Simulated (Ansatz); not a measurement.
`C[SiH2]F` + H₂Se → `F[SiH2][SeH]` + CH₄  (ligand exchange at the Si–C bond)

Calculated with Ansatz (gas phase, PBE0-D4/def2-TZVP geometries, no zero-point term in ΔE). CBS: MP2 limit from def2 TZ/QZ plus the TZ coupled-cluster correction, frozen cores. This one scheme is used for every species. Functionals use def2-TZVPP. For Se outer-core shells are correlated without core-valence functions, which leaves a few kJ/mol of doubt a bond. Scalar relativity is left out up to krypton. Each species was taken in one conformer, which may not be the lowest.

Task: Is it downhill or uphill in electronic energy at CCSD(T)/CBS, and by how much? (Estimate.)

Result: Computed: Downhill: ΔE = -66.3 kJ/mol.

Task: What do these levels give: LDA (SPW92), BLYP, MP2/def2-TZVPP, CCSD/def2-TZVPP, MP2/def2-QZVPP, MP2/CBS(def2)? (An estimate is asked.)

Result: Ansatz gave: LDA (SPW92) -63.0, BLYP -64.2, MP2/def2-TZVPP -67.1, CCSD/def2-TZVPP -60.9, MP2/def2-QZVPP -69.3, MP2/CBS(def2) -71.2 kJ/mol.

Task: What do rigid-rotor, harmonic-oscillator terms from PBE0-D4/def2-TZVP frequencies (298.15 K, 1 bar) make of the CCSD(T)/CBS value? (An estimate is asked.)

Result: The calculation gave: ΔZPE = +8.2 kJ/mol, ΔH = -57.8 kJ/mol, ΔS = -14 J/(mol·K), ΔG = -53.7 kJ/mol.

Largest T1 diagnostic among the species: 0.010.

Leaving LDA and LC-ωPBE aside and taking each functional with its dispersion term where it has one, the values, not all of them listed here, spread over 7.4 kJ/mol, from PBE-D4 to CAM-B3LYP-D4. LDA lies +4.3 kJ/mol from PBE without D4. At CCSD(T), def2-SVP lies +8.2 kJ/mol from the extrapolated value and def2-TZVPP +4.1 kJ/mol.
